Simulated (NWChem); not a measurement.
System: SnNH$_{3}$S, singlet; SMILES [NH2][Sn][SH]

NWChem printed, in part:

```
             Northwest Computational Chemistry Package (NWChem) 7.3.0
             --------------------------------------------------------

 CS  symmetry detected

                             Geometry "geometry" -> ""
                             -------------------------

 Output coordinates in angstroms (scale by  1.889725989 to convert to a.u.)

  No.       Tag          Charge          X              Y              Z
 ---- ---------------- ---------- -------------- -------------- --------------
    1 Sn                  50.0000    -0.34483715    -0.48087676     0.00000000
    2 N                    7.0000     1.61712348    -0.98604753     0.00000000
    3 H                    1.0000     1.94005829    -1.94796765     0.00000000
    4 H                    1.0000     2.39643582    -0.33473266     0.00000000
    5 S                   16.0000     0.16983776     1.93340655     0.00000000
    6 H                    1.0000    -1.13190483     2.29436591     0.00000000

 Effective nuclear repulsion energy (a.u.)     329.2749398541

      Symmetry information
      --------------------

 Group name             Cs
 Group number              2
 Group order               2
 No. of unique centers     6

 Summary of "ao basis" -> "ao basis" (spherical)
 ------------------------------------------------------------------------------
       Tag                 Description            Shells   Functions and Types
 ---------------- ------------------------------  ------  ---------------------
 Sn                        def2-tzvpp               16       50   6s5p3d2f
 N                         def2-tzvpp               11       31   5s3p2d1f
 H                         def2-tzvpp                6       14   3s2p1d
 S                         def2-tzvpp               14       42   5s5p3d1f

      Symmetry analysis of basis
      --------------------------

        a'        112
        a"         53

            General Information
            -------------------
          SCF calculation type: DFT
          Wavefunction type:  closed shell.
          No. of atoms     :     6
          No. of electrons :    48
           Alpha electrons :    24
            Beta electrons :    24
          Charge           :     0
          Spin multiplicity:     1
          Use of symmetry is: on ; symmetry adaption is: on
          Maximum number of iterations: 150
          AO basis - number of functions:   165
                     number of shells:    59
          Convergence on energy requested:  1.00D-06
          Convergence on density requested:  1.00D-05
          Convergence on gradient requested:  5.00D-04

              XC Information
              --------------
                     Hartree-Fock (Exact) Exchange  1.000

      Superposition of Atomic Density Guess
      -------------------------------------

 Sum of atomic energies:        -702.40258445

      Non-variational initial energy
      ------------------------------

 Total energy =    -667.226643
 1-e energy   =   -1331.427535
 2-e energy   =     498.148990
 HOMO         =      -0.264701
 LUMO         =      -0.038737

      Symmetry analysis of molecular orbitals - initial
      -------------------------------------------------

  Numbering of irreducible representations:

     1 a'          2 a"

  Orbital symmetries:

     1 a'          2 a'          3 a'          4 a'          5 a'
     6 a"          7 a'          8 a'          9 a'         10 a"
    11 a'         12 a'         13 a'         14 a"         15 a"
    16 a'         17 a'         18 a'         19 a'         20 a'
    21 a'         22 a"         23 a"         24 a'         25 a"
    26 a'         27 a'         28 a'         29 a'         30 a'
    31 a"         32 a'         33 a'         34 a'

     ---------------------------------------------
      Total Density - Mulliken Population Analysis
     ---------------------------------------------

    Atom       Charge   Shell Charges
 -----------   ------   -------------------------------------------------------
    1 Sn  22    21.01   0.29 -0.77  1.54  0.94  1.03  0.90 -0.40  6.35  0.39  0.48  0.14  8.94  1.05  0.09  0.03  0.00
    2 N    7     7.99   0.82  1.16  0.58  0.83  0.18  1.64  1.89  0.89  0.00  0.01  0.00
    3 H    1     0.75   0.22  0.37  0.09  0.02  0.04  0.01
    4 H    1     0.76   0.22  0.37  0.10  0.02  0.04  0.01
    5 S   16    16.71   2.01  0.49  1.48  1.08  0.79  4.19  1.69  0.93  2.56  1.45  0.00  0.01  0.03  0.00
    6 H    1     0.79   0.19  0.41  0.14  0.01  0.04  0.00

   convergence    iter        energy       DeltaE   RMS-Dens  Diis-err
 ---------------- ----- ----------------- --------- --------- ---------
 d= 0,ls=0.0,diis     1   -667.1036663478 -8.33D+02  4.42D-03  4.42D-01
 d= 0,ls=0.0,diis     2   -667.1454563742 -4.18D-02  1.29D-03  2.13D-01
 d= 0,ls=0.0,diis     3   -667.1683986183 -2.29D-02  7.08D-04  4.32D-03
 d= 0,ls=0.0,diis     4   -667.1696366140 -1.24D-03  2.14D-04  5.85D-04
 d= 0,ls=0.0,diis     5   -667.1697795930 -1.43D-04  1.05D-04  5.68D-05
  Resetting Diis
 d= 0,ls=0.0,diis     6   -667.1698034938 -2.39D-05  2.73D-05  4.92D-06
 d= 0,ls=0.0,diis     7   -667.1698060428 -2.55D-06  7.13D-06  6.37D-07
 d= 0,ls=0.0,diis     8   -667.1698063275 -2.85D-07  4.08D-06  1.69D-07

         Total DFT energy =     -667.169806327541
      One electron energy =    -1333.986313567688
           Coulomb energy =      550.656426076827
    Exchange-Corr. energy =      -49.891820367534
 Nuclear repulsion energy =      166.051901530854

 Numeric. integr. density =        0.000000000000

                  Occupations of the irreducible representations
                  ----------------------------------------------

                     irrep           alpha         beta
                     --------     --------     --------
                     a'               18.0         18.0
                     a"                6.0          6.0

                       DFT Final Molecular Orbital Analysis
                       ------------------------------------

 Vector   22  Occ=2.000000D+00  E=-4.031519D-01  Symmetry=a"
              MO Center=  1.3D+00, -5.8D-01, -7.2D-16, r^2= 2.4D+00
   Bfn.  Coefficient  Atom+Function         Bfn.  Coefficient  Atom+Function
  ----- ------------  ---------------      ----- ------------  ---------------
    58      0.352020  2 N  pz                61      0.331763  2 N  pz
    64      0.297761  2 N  pz               126      0.173341  5 S  pz
   129      0.119877  5 S  pz                18      0.111081  1 Sn pz
    12     -0.108053  1 Sn pz                15      0.087409  1 Sn pz
   123      0.075301  5 S  pz                25      0.066945  1 Sn d  1

 Vector   23  Occ=2.000000D+00  E=-3.590218D-01  Symmetry=a"
              MO Center=  3.4D-01,  1.4D+00, -1.6D-15, r^2= 2.9D+00
   Bfn.  Coefficient  Atom+Function         Bfn.  Coefficient  Atom+Function
  ----- ------------  ---------------      ----- ------------  ---------------
   126      0.463696  5 S  pz               129      0.364930  5 S  pz
   123      0.208415  5 S  pz               117     -0.166595  5 S  pz
    58     -0.162618  2 N  pz                61     -0.151079  2 N  pz
    64     -0.151788  2 N  pz               120     -0.084949  5 S  pz
    23     -0.052951  1 Sn d -1              33      0.042164  1 Sn d -1

 Vector   24  Occ=2.000000D+00  E=-3.337363D-01  Symmetry=a'
              MO Center= -4.1D-01,  7.3D-02,  8.5D-16, r^2= 4.2D+00
   Bfn.  Coefficient  Atom+Function         Bfn.  Coefficient  Atom+Function
  ----- ------------  ---------------      ----- ------------  ---------------
     6      0.480022  1 Sn s                  5      0.356315  1 Sn s
   125      0.304087  5 S  py                 2      0.288127  1 Sn s
   128      0.239967  5 S  py                 3     -0.231098  1 Sn s
    16     -0.189560  1 Sn px                 1     -0.181782  1 Sn s
     4     -0.177572  1 Sn s                 10      0.173264  1 Sn px

 Vector   25  Occ=0.000000D+00  E= 2.607775D-02  Symmetry=a"
              MO Center= -4.5D-01, -5.0D-01, -1.5D-13, r^2= 5.3D+00
   Bfn.  Coefficient  Atom+Function         Bfn.  Coefficient  Atom+Function
  ----- ------------  ---------------      ----- ------------  ---------------
    21      0.685488  1 Sn pz                18      0.341924  1 Sn pz
    12     -0.263861  1 Sn pz               129     -0.253517  5 S  pz
    64     -0.239748  2 N  pz                15      0.221183  1 Sn pz
    58     -0.122522  2 N  pz               126     -0.096390  5 S  pz
    61     -0.089181  2 N  pz               123     -0.070345  5 S  pz

 Vector   26  Occ=0.000000D+00  E= 7.101954D-02  Symmetry=a'
              MO Center= -4.4D-01, -8.9D-01, -7.3D-16, r^2= 7.8D+00
   Bfn.  Coefficient  Atom+Function         Bfn.  Coefficient  Atom+Function
  ----- ------------  ---------------      ----- ------------  ---------------
    20      1.064801  1 Sn py                55      0.782194  2 N  s
    19     -0.558654  1 Sn px               114     -0.383766  5 S  s
   128      0.245407  5 S  py                98     -0.203879  4 H  s
   154     -0.185411  6 H  s                 14      0.164239  1 Sn py
    11     -0.153812  1 Sn py                83     -0.104839  3 H  s

 Vector   27  Occ=0.000000D+00  E= 1.055422D-01  Symmetry=a'
              MO Center= -6.8D-01, -6.2D-01, -5.4D-16, r^2= 9.5D+00
   Bfn.  Coefficient  Atom+Function         Bfn.  Coefficient  Atom+Function
  ----- ------------  ---------------      ----- ------------  ---------------
    19      1.295699  1 Sn px                55     -1.008730  2 N  s
     6      0.839586  1 Sn s                 20      0.681467  1 Sn py
   114     -0.512398  5 S  s                128      0.402359  5 S  py
   127     -0.255547  5 S  px                84      0.188580  3 H  s
     2      0.183457  1 Sn s                154     -0.183242  6 H  s

     ---------------------------------------------
      Total Density - Mulliken Population Analysis
     ---------------------------------------------

    Atom       Charge   Shell Charges
 -----------   ------   -------------------------------------------------------
    1 Sn  22    21.24   0.28 -0.77  1.53  0.95  1.01  0.76 -0.40  6.36  0.50  0.67  0.14  8.96  1.05  0.14  0.04  0.00
    2 N    7     7.75   0.82  1.16  0.50  0.84  0.25  1.48  1.73  0.94  0.00  0.01  0.00
    3 H    1     0.83   0.26  0.43  0.06  0.02  0.05  0.01
    4 H    1     0.81   0.26  0.43  0.06  0.02  0.04  0.01
    5 S   16    16.45   2.01  0.49  1.48  1.03  0.82  4.18  1.69  0.87  2.40  1.40  0.00  0.02  0.05  0.00
    6 H    1     0.93   0.23  0.52  0.13  0.01  0.05  0.00

     -------------------------------------------
      Total Density - Lowdin Population Analysis
     -------------------------------------------

    Atom       Charge   Shell Charges
 -----------   ------   -------------------------------------------------------
    1 Sn  22    21.67   0.00  0.02  0.86  1.07  0.77  0.72  0.08  5.43  0.93  0.87  0.36  8.40  1.57  0.44  0.14  0.00
    2 N    7     7.07   0.89  1.06  0.39  0.42  0.24  1.30  1.65  1.03  0.00  0.08  0.01
    3 H    1     1.09   0.25  0.37  0.14  0.04  0.24  0.06
    4 H    1     1.09   0.25  0.37  0.14  0.04  0.23  0.06
    5 S   16    15.91   1.99  0.85  1.12  0.78  0.66  3.91  1.89  1.03  2.08  1.49  0.00  0.02  0.09  0.01
    6 H    1     1.18   0.24  0.45  0.24  0.02  0.20  0.03

     Multipole analysis of the density
     ---------------------------------

     L   x y z        total         alpha         beta         nuclear
     -   - - -        -----         -----         ----         -------
     0   0 0 0     -0.000000    -24.000000    -24.000000     48.000000

     1   1 0 0     -0.279594     -9.262865     -9.262865     18.246137
     1   0 1 0     -0.834619    -13.139464    -13.139464     25.444308
     1   0 0 1     -0.000000     -0.000000     -0.000000      0.000000

     2   2 0 0    -31.771334    -73.328297    -73.328297    114.885260
     2   1 1 0     -2.818463     15.443131     15.443131    -33.704724
     2   1 0 1      0.000000      0.000000      0.000000      0.000000
     2   0 2 0    -35.156193   -161.979573   -161.979573    288.802953
     2   0 1 1      0.000000      0.000000      0.000000      0.000000
     2   0 0 2    -33.919203    -16.959602    -16.959602      0.000000
```

Level: Hartree-Fock/def2-TZVPP with def2 effective core potentials on Sn. Low-valent species are run as closed-shell singlets; no triplet was tried in these runs. Coordinates come from a PBE0/def2-SVP optimisation. def2 effective core potentials on Sn; no spin-orbit coupling.

Q: Reconstruct the input file.

A: This is not unique; one that fits is the input that was run:
```
start job
memory heap 200 mb stack 900 mb global 1100 mb
geometry units angstroms noautoz
  Sn    -0.351671    -0.468926     0.000000
  N      1.591979    -1.040513     0.000000
  H      1.882021    -2.012857     0.000000
  H      2.392986    -0.416072     0.000000
  S      0.244794     1.926462     0.000000
  H     -1.043923     2.331473     0.000000
end
basis spherical
  Sn library def2-tzvpp
  N library def2-tzvpp
  H library def2-tzvpp
  S library def2-tzvpp
end
ecp
  Sn library def2-ecp
end
dft
  xc hfexch
  iterations 150
  mulliken
end
task dft energy
```
